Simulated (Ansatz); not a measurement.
Gas-phase electronic energies from Ansatz, PBE0-D4/def2-TZVP geometries. CCSD(T)/CBS is the MP2 limit (def2-TZVPP, def2-QZVPP) plus CCSD(T) − MP2 in def2-TZVPP, frozen cores. Each species was taken in one conformer, which may not be the lowest.

Consider the substitution at a C–Si bond: `C[SiH](Cl)[NH][AlH2]` + `C[Si](N)(O)F` → `CO[Si](C)(N)F` + `[AlH2][NH][SiH2]Cl`.

`C[SiH](Cl)[NH][AlH2]`:

Cartesian coordinates in Å:
```
C -0.206 1.718 -1.152
Si 0.582 0.166 -0.507
Cl 2.594 0.597 -0.228
N -0.133 -0.394 0.944
Al -0.542 -2.070 1.414
H 0.289 2.051 -2.067
H -1.263 1.546 -1.369
H -0.130 2.523 -0.418
H 0.529 -0.949 -1.480
H -0.275 0.318 1.650
H -1.145 -2.290 2.859
H -0.300 -3.215 0.354
```

`C[Si](N)(O)F`:

Cartesian coordinates in Å:
```
C -1.070 -0.420 0.940
Si 0.372 0.249 -0.003
N 0.070 0.203 -1.666
O 1.779 -0.560 0.220
F 0.633 1.729 0.573
H -1.984 0.130 0.701
H -0.904 -0.330 2.016
H -1.232 -1.473 0.703
H -0.833 0.408 -2.056
H 0.812 0.298 -2.339
H 2.356 -0.233 0.912
```

`CO[Si](C)(N)F`:

```xyz
14

C    -1.096   -0.975   -1.687
O    -0.929    0.041   -0.723
Si    0.433    0.309    0.128
C     0.050    1.716    1.259
N     1.000   -1.136    0.829
F     1.633    0.742   -0.841
H    -0.573   -1.893   -1.398
H    -2.162   -1.190   -1.781
H    -0.718   -0.648   -2.660
H    -0.313    2.579    0.696
H     0.940    2.016    1.817
H    -0.723    1.434    1.978
H     1.984   -1.338    0.874
H     0.473   -1.656    1.508
```

`[AlH2][NH][SiH2]Cl`:

```xyz
9

Al    0.125   -0.147   -1.799
N     0.381   -0.526   -0.068
Si   -0.102    0.373    1.302
Cl   -1.754   -0.445    2.235
H    -0.590    1.217   -2.146
H     0.650   -1.198   -2.856
H     0.821   -1.414    0.141
H     0.953    0.409    2.340
H    -0.483    1.730    0.852
```

```json
{"species": "`C[SiH](Cl)[NH][AlH2]`", "CCSD(T)/CBS(def2) energy (Eh)": "-1087.96733"}
{"species": "`C[Si](N)(O)F`", "CCSD(T)/CBS(def2) energy (Eh)": "-560.59755"}
{"species": "`CO[Si](C)(N)F`", "CCSD(T)/CBS(def2) energy (Eh)": "-599.83662"}
{"species": "`[AlH2][NH][SiH2]Cl`", "CCSD(T)/CBS(def2) energy (Eh)": "-1048.68684"}
```

Task: Work out ΔE.

Result: ΔE = (-599.83662) + (-1048.68684) − (-1087.96733) − (-560.59755) = 0.04142 Eh = +1.13 eV.

Largest T1 diagnostic among the species: 0.011.

In def2-TZVPP, CCSD(T) changes the Hartree–Fock value by +0.14 eV (the triples alone add +0.01 eV) and MP2 by +0.22 eV.
